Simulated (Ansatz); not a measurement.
```yaml
crystal:
  periodic: [false, false, false]
  atoms:
    - {symbol: N, position_ang: [-0.508169, 0.942671, -0.520730]}
    - {symbol: W, position_ang: [0.319662, -0.628324, 0.209779]}
    - {symbol: O, position_ang: [-0.886294, -1.815271, 0.311740]}
    - {symbol: F, position_ang: [1.696131, -1.223333, -0.890918]}
    - {symbol: S, position_ang: [1.073182, -0.141661, 2.145331]}
    - {symbol: H, position_ang: [-1.381622, 0.910601, -1.026849]}
    - {symbol: H, position_ang: [-0.251789, 1.887317, -0.274052]}
basis:
  gaussian: {orbitals: x2c-TZVPPall}
magnetization: {spin_polarized: true, initial_magnetization: 8}
hamiltonian: {xc: {name: SPW92}}
```

```sh
$ ansatz run in.yaml --threads 2 --pin off --events-out ev --progress --plain --max-ram 31744MiB --backend cpu
```

Output, abridged:

```
Functional definition: SPW92
1663 factors; their error is unknown
mean field evaluation 1: about -456097.4598 eV, gradient 7.9e1 eV
mean field evaluation 2: about -455466.6852 eV, gradient 3.0e2 eV
mean field evaluation 4: about -456000.6071 eV, gradient 1.5e2 eV
mean field evaluation 8: about -456126.7341 eV, gradient 2.8e0 eV
mean field evaluation 16: about -456127.0953 eV, gradient 3.0e-5 eV
mean field -456127.09527569 eV, -16762.3615773320 hartree, gradient 2.7e-6 eV, S^2 20.005309; 10 other end points of the search recorded, 0 dependent functions left out
reference -456127.09532722 eV, -16762.3615792258 hartree; 62, 54 occupied and 198, 206 virtual orbitals, 1663 factors
Total energy: -456127.09532722 eV, -16762.3615792258 hartree
Relativity: scalar
```

Task: Something in this input is off. What?

Result: The spin is set far too high for this molecule. The calculation finished and met its thresholds. The result belongs to that input, not to the molecule as meant.
